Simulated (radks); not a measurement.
Results of a calculation; reference values are marked as such.
Isoelectronic series with 2 electrons, each ion in its NIST ground configuration. Level of theory: non-relativistic Kohn-Sham, PBEsol, spin-polarised, spherical densities, point nucleus (a radial shooting solver on a logarithmic mesh with Libxc functionals). Total energies (hartree) and orbital eigenvalues (eV):

| ion | configuration | E (hartree) | 1s |
|---|---|---|---|
| He | [He] | -2.85772 | -15.4986 |
| B3+ | [He] | -21.86991 | -230.0987 |
| O6+ | [He] | -58.87754 | -689.5243 |
| Si12+ | [He] | -186.89076 | -2343.040 |
| Cl15+ | [He] | -277.89710 | -3537.146 |
| Ca18+ | [He] | -386.90337 | -4976.152 |
| V21+ | [He] | -513.90961 | -6660.060 |
| Fe24+ | [He] | -658.91582 | -8588.869 |
| Cu27+ | [He] | -821.92201 | -10762.58 |
| Ge30+ | [He] | -1002.92820 | -13181.19 |
| Br33+ | [He] | -1201.93438 | -15844.71 |
| Sr36+ | [He] | -1418.94056 | -18753.13 |
| Nb39+ | [He] | -1653.94673 | -21906.45 |
| Ru42+ | [He] | -1906.95290 | -25304.67 |
| Ag45+ | [He] | -2177.95906 | -28947.80 |
| Sn48+ | [He] | -2466.96523 | -32835.83 |
